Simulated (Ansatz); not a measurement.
A nudged elastic band was laid between two geometries of AlCl$_{2}$FH$_{2}$ (6 atoms, charge 0, multiplicity 1).

Theory: RKS PBE0-D4/def2-SVP (Ansatz 0.2.0).

* movable images: 7
* climbing image: yes
* spring: 5.0 eV/Å²
* optimiser: quadratic models (default)
* start path: through a guess of the saddle point
* force threshold: 0.03 eV/Å
* iteration limit: 60
* end points: relaxed

Image 0:

```xyz
6
Properties=species:S:1:pos:R:3
Al 0.010 0.055 0.068
H 0.004 0.594 1.556
Cl 1.807 0.088 -1.029
Cl -1.795 0.015 -1.016
F 0.050 -1.859 0.780
H 0.052 -1.791 1.713
```

Image 8:

```xyz
6
Properties=species:S:1:pos:R:3
Al 0.021 -0.685 -0.264
H 0.036 0.185 1.741
Cl 1.802 0.260 -0.779
Cl -1.805 0.169 -0.779
F 0.058 -2.259 0.258
H 0.015 -0.569 1.895
```

Question: What changes between the two ends?

Answer: Bonds broken: Al1–H2, F5–H6. Bonds formed: H2–H6. AlCl2FH2 becomes AlCl2F + H2.

Question: Give the energies along the band, and the barrier.

Answer: The forces met the threshold. The highest image is number 3 of 0 to 8, 12.7 kJ/mol above the first end and 112.3 kJ/mol above the last; the last end lies 99.6 kJ/mol below the first. A vibrational analysis at the climbing image gives one clearly imaginary mode, 637i cm⁻¹: a first-order saddle point. The orbitals stay closed-shell, which can raise the energy where a bond breaks towards radicals; this wasn't checked here.

```tsv
image	path coordinate (Å)	energy (kJ/mol)	Al1–H2 (Å)	F5–H6 (Å)	H2–H6 (Å)
0	0.00	0.0	1.58	0.94	2.39
1	0.31	1.7	1.59	0.94	1.98
2	0.61	6.3	1.62	0.97	1.58
3	0.92	12.7	1.68	1.07	1.21
4	1.16	-7.4	1.77	1.30	0.97
5	1.41	-54.2	1.89	1.56	0.83
6	1.65	-84.6	2.04	1.82	0.78
7	1.90	-97.0	2.15	2.09	0.77
8	2.14	-99.6	2.19	2.35	0.77
```

Question: What is the geometry of the highest image?

Answer: 
```xyz
6
Properties=species:S:1:pos:R:3
Al 0.017 -0.207 -0.018
H 0.016 0.085 1.637
Cl 1.826 0.160 -0.992
Cl -1.813 0.091 -0.976
F 0.047 -1.902 0.842
H 0.035 -1.125 1.580
```

Question: What are the harmonic wavenumbers there?

Answer: 637i, 144, 146, 238, 458, 482, 632, 700, 1138, 1193, 1702, 2184 cm⁻¹.

The run took 3.5 min on 1 thread of Arm Neoverse V1, on a shared host, peak memory 0.15 GiB.
